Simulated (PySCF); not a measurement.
Hf(OH)3(SH) (H4HfO3S), SMILES [OH][Hf]([OH])([OH])[SH], multiplicity 1.

The structure is a stationary point at B3LYP-D3(BJ)/def2-SVP. The spin state was assumed, not searched. The structure was generated by enumeration; whether it is a known compound was not checked. The def2 effective core potentials stand for the cores of Hf; spin–orbit coupling is left out. One conformer was computed; it need not be the lowest.

These are PBE/def2-TZVP (PySCF) values and carry that method's errors.

Isolated molecule, no solvent.

Computed frontier levels, gap, dipole moment and polarisability:
| Item | Value |
|---|---|
| highest occupied level | -5.69 eV |
| lowest empty level | -0.95 eV |
| orbital gap | 4.75 eV |
| dipole moment | 3.31 D |
| quadrupole, principal values (traceless, Buckingham form, about the centre of nuclear charge) | -11.26, 3.04, 8.22 D·Å |
| mean static polarisability | 71.4 bohr³ (10.58 Å³) |
| polarisability, principal values | 65.2, 67.1, 81.7 bohr³ |
